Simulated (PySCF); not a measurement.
**`C=C=CC(F)(F)F`, C4H3F3**

Molfile (atoms numbered from 1):
```
C4H3F3
     RDKit          3D

 10  9  0  0  0  0  0  0  0  0999 V2000
    2.0734   -0.2574   -0.3674 C   0  0  0  0  0  0  0  0  0  0  0  0
    0.8750    0.2168   -0.1705 C   0  0  0  0  0  0  0  0  0  0  0  0
   -0.3273    0.6950    0.0248 C   0  0  0  0  0  0  0  0  0  0  0  0
   -1.5196   -0.1724    0.2833 C   0  0  0  0  0  0  0  0  0  0  0  0
   -2.4562    0.0142   -0.6535 F   0  0  0  0  0  0  0  0  0  0  0  0
   -2.0828    0.1309    1.4589 F   0  0  0  0  0  0  0  0  0  0  0  0
   -1.2131   -1.4664    0.3002 F   0  0  0  0  0  0  0  0  0  0  0  0
    2.7603   -0.4226    0.4690 H   0  0  0  0  0  0  0  0  0  0  0  0
    2.4207   -0.5083   -1.3748 H   0  0  0  0  0  0  0  0  0  0  0  0
   -0.5249    1.7723    0.0106 H   0  0  0  0  0  0  0  0  0  0  0  0
  1  2  2  0
  2  3  2  0
  3  4  1  0
  4  5  1  0
  4  6  1  0
  4  7  1  0
  1  8  1  0
  1  9  1  0
  3 10  1  0
M  END
```

Theory: quadratic response CAM-B3LYP/def2-TZVPD first hyperpolarisability, Taylor convention, gas phase in PySCF 2.14.0. Geometry: PBE0-D3(BJ)/def2-SVP.

(1) Give the tensor of the static β(0;0,0) in the axes of these coordinates.

## Answers

(1) In au, Taylor convention; rows are the first index (the induced dipole):
```csv
,xx,yy,zz,xy,xz,yz
x,-108.5,-16.4,-30.2,-2.4,+9.0,-0.7
y,-2.4,-21.7,-2.5,-16.4,-0.7,+3.9
z,+9.0,+3.9,+16.5,-0.7,-30.2,-2.5
```
Norm of βᵢ = ⅓ Σⱼ (βᵢⱼⱼ + βⱼᵢⱼ + βⱼⱼᵢ): 160.1 au, hyper-Rayleigh value 59.3 au.
